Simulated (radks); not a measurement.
Polarisabilities and homonuclear dispersion coefficients (atomic units). Level of theory: non-relativistic Kohn-Sham, LB94 model potential, spin-unpolarised, spherical densities, point nucleus (a radial shooting solver on a logarithmic mesh with Libxc functionals). Response by self-consistent Sternheimer equations with the Hartree and adiabatic LDA kernel. For heavy and open-shell atoms this level of theory can miss by tens of per cent. "Uncoupled" leaves out the induced potential. Quadrupole and octupole values are given only where no p, d or f shell is open. The Sternheimer factor gamma scales a distant field gradient at the nucleus by 1 - gamma.

| species | configuration | alpha1 (bohr^3) | alpha1, uncoupled | alpha2 (bohr^5) | alpha3 (bohr^7) | C6 | C8 | Sternheimer gamma | recommended alpha1 |
|---|---|---|---|---|---|---|---|---|---|
| P | [Ne] 3s2 3p3 | 27.68 | 42.13 | - | - | 205.5 | - | - | 25 +/- 1 |
| Ag | [Kr] 4d10 5s1 | 35.78 | 59.48 | 271.9 | 4217 | 256.5 | 10650 | -26.8 | 55 +/- 8 |
| Al+ | [Ne] 3s2 | 21.67 | 37.05 | 110.8 | 899.4 | 103.1 | 3223 | -0.688 | - |
| Tc | [Kr] 4d5 5s2 | 63.51 | 127.0 | - | - | 669.8 | - | - | 79 +/- 10 |
| Te | [Kr] 4d10 5s2 5p4 | 37.01 | 60.04 | - | - | 397.3 | - | - | 38 +/- 4 |
| Ar+ | [Ne] 3s2 3p5 | 7.088 | 11.15 | - | - | 32.14 | - | - | - |
| N2+ | [He] 2s2 2p1 | 2.528 | 4.387 | - | - | 3.507 | - | - | - |
| In2+ | [Kr] 4d10 5s1 | 12.14 | 19.81 | 39.78 | 280.9 | 55.78 | 1089 | -20.2 | - |

Recommended values: Schwerdtfeger and Nagle, table of static dipole polarisabilities (2023 update), measured or computed.

Beside tabulated values, note that relativity, absent from the non-relativistic runs, is large for the heavy elements, and spin-unpolarised runs miss the spin-polarisation part of the exchange energy of open shells.
